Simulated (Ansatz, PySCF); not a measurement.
H3NbO3, SMILES [OH][Nb]([OH])[OH] (connectivity only; charge and spin as stated), neutral, multiplicity 3. Atoms are numbered in the order given.

```xyz
7

Nb     0.0462     0.0716    -0.0657
O     -1.5026    -0.5719    -0.9377
H     -2.3120    -0.9676    -1.2655
O      0.7890     1.5526    -1.0753
H      0.5282     2.4706    -0.9046
O      1.1298    -0.2673     1.4457
H      1.5772    -0.5176     2.2558
```
Charge 0, spin multiplicity 3.

Coordinates come from a B3LYP-D3(BJ)/def2-SVP optimisation. The spin state was assumed, not searched. The def2 effective core potentials stand for the cores of Nb; spin–orbit coupling is left out. The values are those of a single conformer.

Two levels are set side by side: PBE-D3(BJ)/def2-SVP (Ansatz, a program for electronic structure) and B3LYP-D3(BJ)/def2-SVP (Ansatz). Each level has its own optimised geometry; the coordinates shown are those of the second. Frequencies come from the Hessian of PySCF at each geometry. Differences are taken from unrounded values.

```tsv
quantity	B3LYP-D3(BJ)
mean bond length (Å)	1.435
bond Nb1–O2 (Å)	1.890
bond Nb1–O4 (Å)	1.940
bond Nb1–O6 (Å)	1.890
bond O2–H3 (Å)	0.959
bond O4–H5 (Å)	0.969
bond O6–H7 (Å)	0.959
highest harmonic wavenumber (cm⁻¹)	3969
mean harmonic wavenumber (cm⁻¹)	1100
zero-point energy (kcal/mol)	23.58
```

What does PBE-D3(BJ) give, and how far is it from B3LYP-D3(BJ)? (Estimate from the structure and the level; the computed values follow.)


| quantity | PBE-D3(BJ) | PBE-D3(BJ) minus B3LYP-D3(BJ) |
|---|---|---|
| mean bond length (Å) | 1.440 | 0.005 |
| bond Nb1–O2 (Å) | 1.893 | 0.002 |
| bond Nb1–O4 (Å) | 1.938 | -0.002 |
| bond Nb1–O6 (Å) | 1.893 | 0.002 |
| bond O2–H3 (Å) | 0.967 | 0.008 |
| bond O4–H5 (Å) | 0.980 | 0.010 |
| bond O6–H7 (Å) | 0.967 | 0.008 |
| highest harmonic wavenumber (cm⁻¹) | 3860 | -109 |
| mean harmonic wavenumber (cm⁻¹) | 1067 | -33 |
| zero-point energy (kcal/mol) | 22.88 | -0.70 |

Exact exchange shortens and stiffens bonds; PBE has none. Differences between two approximate levels are no errors against the true value.
